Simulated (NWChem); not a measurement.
System: SiNH4, doublet; SMILES [NH][SiH3]

NWChem input:

```
start job
memory heap 200 mb stack 900 mb global 1100 mb
geometry units angstroms noautosym nocenter noautoz
  N     -0.026277    -1.249170    -0.109838
  Si    -0.009662     0.517032    -0.026989
  H      0.760503    -1.683606     0.389406
  H     -0.655906     0.898325     1.264005
  H     -0.819907     1.052510    -1.147211
  H      1.350773     1.131811    -0.066937
end
basis spherical
  N library sto-3g
  Si library sto-3g
  H library sto-3g
end
dft
  odft
  mult 2
  xc pbe0
  iterations 150
end
cosmo
  do_cosmo_smd true
  solvent water
end
task dft energy
```

Structure relaxed at the B3LYP/6-31G* (spherical d), spin-unrestricted level. No stability test was run on the SCF state. Solvent: water.

Solvent water, SMD (1 M gas to 1 M solution), gas-phase geometry. Reactions with the solvent are ignored.

### Question
Give the results of this calculation. (PBE0/STO-3G, spin-unrestricted, SMD on the gas-phase geometry.) Quantities: basis functions; solvation free energy (kcal/mol); cavity-dispersion-structure term (kcal/mol); dipole in solution (D).

### Answer
| Quantity | Value |
|---|---|
| number of basis functions | 18 |
| solvation free energy (kcal/mol) | -0.5 |
| cavity-dispersion-structure term (kcal/mol) | 2.3 |
| dipole in solution (D) | 1.65 |
